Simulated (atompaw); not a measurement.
# What the settings do to the PAW (atompaw) potential of titanium

Base potential:

atompaw 4.2.0.5 input, output lines left out:

```
Ti 22
GGA-PBE scalarrelativistic loggrid 1500 logderivrange -3 5 201
4 4 3 0 0 0
4 0 1
4 1 0
3 2 2
0 0 0
c
c
c
v
c
c
v
v
2
3.00 2.90 2.95 2.30
y
0.75
n
y
1.6
n
y
0.95
n
custom polynom gramschmidtortho besselshape
3 -0.5 troulliermartins
3.00
3.00
3.00
3.00
2.35
3.00
```

Cutoffs, loose and tight: the cutoffs (Ry, on a coarse ladder) from which the occupation-weighted sum of valence levels, in a spherical-Bessel basis at the reference potential, stays within 10 and 1 mRy of its value at 400 Ry. They see the waves, projectors and local potential, not the compensation charge or the core. A dash means not determined.

A true bound ghost makes a file unfit for plane-wave use even where its test errors are small: the radial tests pick states by their node count and pass the ghost by.

| change | outcome | cutoff, loose | cutoff, tight | bound ghosts |
| --- | --- | --- | --- | --- |
| base | generated | 15 Ry | 30 Ry | s |
| wave 3d (bound): rc 2.35 bohr becomes 3d (bound): rc 3.00 bohr | generated | 10 Ry | 15 Ry | s |
| wave 3d (bound): rc 2.35 bohr becomes 3d (bound): rc 2.52 bohr | generated | 12 Ry | 25 Ry | s |
| functional PBEsol | failed: atompaw: The overlap operator has at least one negative eigenvalue! | – | – | – |
| local potential bessel scheme, radius 2.95 bohr | failed: atompaw: The overlap operator has at least one negative eigenvalue! | – | – | – |
| augmentation besselshape compensation charge, radius 1.76 bohr; PAW radius 3.00 bohr; waves and projectors: custom polynom gramschmidtortho | generated | 15 Ry | 30 Ry | s |
| all radii scaled by about 1.15 (s 3.44, p 3.44, d 2.70 bohr); local potential troulliermartins scheme with l = 3 at -0.5 Ry, radius 3.38 bohr; augmentation besselshape compensation charge, radius 3.32 bohr; PAW radius 3.44 bohr; waves and projectors: custom polynom gramschmidtortho; core correction smooth core density matched at 2.64 bohr | failed: atompaw: The overlap operator has at least one negative eigenvalue! | – | – | – |
| non-relativistic | generated | 15 Ry | 30 Ry | s |

(1) What comes out with this change to the base: augmentation besselshape compensation charge, radius 2.90 bohr; PAW radius 3.00 bohr; waves and projectors: modrrkj vanderbiltortho?

(2) What comes out with this change to the base: core [Ne], valence charge 12; reference 3s2 3p6 3d2 4s1.5 4p0.5; waves now 3s (bound): rc 1.40 bohr; 4s (bound): rc 2.05 bohr; 3p (bound): rc 1.85 bohr; 4p (bound): rc 2.05 bohr; 3d (bound): rc 2.05 bohr; 3d channel at 0.65 Ry: rc 1.60 bohr; local potential troulliermartins scheme with l = 3 at -0.5 Ry, radius 1.90 bohr; core correction smooth core density matched at 1.40 bohr; augmentation besselshape compensation charge, radius 1.55 bohr; PAW radius 2.05 bohr; waves and projectors: custom polynom gramschmidtortho?

Answers

(1) outcome: generated; cutoff, loose: 15 Ry; cutoff, tight: 25 Ry; bound ghosts: s.

(2) outcome: generated; cutoff, loose: 30 Ry; cutoff, tight: 45 Ry; bound ghosts: none.
